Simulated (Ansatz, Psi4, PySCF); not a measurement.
C₅H₁₂Si, charge +1, doublet, geometry from GFN2-xTB (a state made from the parent by changing its charge; the spin is typed, not shown lowest). Base run: PySCF with CCSD(T)/STO-3G.

The PySCF input:
```python
from pyscf import gto, scf, cc

mol = gto.M(
    atom='''
C     1.98742222   -0.71387019    1.21039640
C     1.55347815    0.02772452    0.23549644
Si   -0.40674766    0.15074491   -0.16653861
C    -0.62098056    1.98758016   -0.57878704
C    -1.51306925   -0.51904359    1.21237923
C    -0.22472511   -1.09503153   -1.63248113
H     3.02814494   -0.66592410    1.52054307
H     1.38616650   -1.39444468    1.79194372
H     2.13537443    0.66765115   -0.40495820
H    -1.65171731    2.18907041   -0.86195158
H     0.01401259    2.29848376   -1.40600822
H    -0.39466899    2.63030928    0.26936202
H    -1.34268535    0.00041892    2.15316636
H    -2.56436871   -0.38211288    0.96723872
H    -1.36417064   -1.58259184    1.38769868
H     0.45494310   -0.72256590   -2.39229668
H     0.11608295   -2.07310296   -1.30794618
H    -1.21539909   -1.19977601   -2.06727446
''',
    basis='sto-3g',
    charge=1,
    spin=1,
    verbose=4,
)

mf = scf.UHF(mol)
mf.kernel()

mycc = cc.CCSD(mf)
mycc.kernel()
et = mycc.ccsd_t()
print('E(CCSD(T)) = %.10f' % (mycc.e_tot + et))
```

The same geometry, method and basis name were run in Ansatz (a first-principles code) and Psi4 and PySCF, at each program's defaults and at the settings that a row names. The base is PySCF at its defaults. Differences at the defaults can come from grids, fitting, cores and function types together.

```csv
code and settings,ΔE vs base (µEh),basis functions,E (Eh),SCF cycles
"PySCF, defaults (exact integrals, spherical functions, all electrons correlated)",0.0,46,-479.78135,20
"Psi4, defaults (exact integrals, spherical functions, all electrons correlated)",0.0,46,-479.78135,22
"Ansatz, defaults (factorised integrals, spherical functions, frozen core)",5730,46,-479.77562,-
"PySCF, frozen core",5704,46,-479.77565,20
"Psi4, exact integrals, spherical functions, frozen core",5704,46,-479.77565,22
"Ansatz, high accuracy, frozen core",5704,46,-479.77565,-
```

Open shells are given as the SCF converged; they aren't shown to be the lowest states, and a large step between rows can be another state.
